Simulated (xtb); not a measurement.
Harmonic IR lines of one isomer of C3H4S, unscaled. Method: xtb with GFN2-xTB.

wavenumber (cm⁻¹): 215 (m), 614 (m), 877 (w), 913 (w), 959 (w), 1047 (m), 1488 (w), 1812 (m), 2398 (vs), 2990 (s), 3009 (s)

Task: Identify which structure gives these lines.
A. `CC#CS`
B. `SC1=CC1`
C. `S=C1CC1`
D. `SC1C=C1`

Result: B, `SC1=CC1`
